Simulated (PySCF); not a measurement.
Computed IR spectrum (relative IR intensity) of a molecule GeH7NSi. Geometry optimised at PBE-D3(BJ)/def2-SVP. Other conformers were not sampled. All values below come from PBE-D3(BJ)/def2-SVP run with PySCF. Frequencies are harmonic and unscaled.

Lines under 2 % of the strongest are left out, and lines within 2 cm⁻¹ are merged.

| ν (cm⁻¹) | relative intensity |
|---|---|
| 341 | 28 |
| 516 | 4.0 |
| 607 | 14 |
| 675 | 18 |
| 756 | 42 |
| 807 | 100 |
| 834 | 52 |
| 862 | 24 |
| 879 | 26 |
| 912 | 7.6 |
| 934 | 25 |
| 959 | 67 |
| 1143 | 33 |
| 2045 | 55 |
| 2078 | 49 |
| 2105 | 31 |
| 2115 | 63 |
| 2151 | 47 |
| 2171 | 38 |
| 3506 | 10 |

### Question
Identify the compound among the candidates.
A) N[SiH2][GeH3]
B) [SiH3][NH][GeH3]
C) [NH2][GeH2][SiH3]

### Answer
B, [SiH3][NH][GeH3]
